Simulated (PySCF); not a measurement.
State search for HgI

Unrestricted PBE0; basis Hg def2-SVP with ECP60, I def2-SVP with ECP28; scalar-relativistic core potentials; PySCF 2.14. Outer shells of the fragments: Hg 5d10 6s2; I 4d10 5s2 5p5.

Followed along the bond (rough minima from three points):

```csv
2Ms+1,unpaired,⟨S²⟩ at the start,R at minimum (Å),Te (eV)
2,σ ↑,0.75,2.85,0.00
4,"σ ↑, π ↑↑",3.75,none in the scan,≤ 5.38
```

Solutions found at the starting distance of 2.685 Å, counted from the lowest of them; the search is not exhaustive and high or unbound solutions are not listed, so other states can lie among these:

```csv
2Ms+1,unpaired,term,E (eV),⟨S²⟩,⟨Lz²⟩,μ (D)
2,σ ↑,²Σ⁺,0.00,0.75,0.00,-2.20
2,π ↑,²Π,1.74,0.75,1.00,2.26
2,π ↑,²Π,4.55,0.77,1.00,-0.35
4,"σ ↑, π ↑↑",mixed,5.52,3.75,2.01,3.88
4,"σ ↑, π ↑↑",mixed,5.66,3.75,2.01,3.92
4,"σ ↑↑, π ↑",⁴Π,6.87,3.75,1.02,1.46
4,"σ ↑↑, π ↑",⁴Π,7.06,3.75,1.01,4.60
4,σ ↑↑↑,⁴Σ⁺,8.53,3.75,0.00,2.44
```

A term symbol is given only where ⟨S²⟩ and ⟨Lz²⟩ are close to those of a pure state; real π, δ and φ orbitals otherwise mix terms. A positive dipole means Hg(−)I(+).

Spin–orbit coupling is left out. Counting both spins, an empty level lies below a filled one in some of these solutions, because spin and occupation are held.
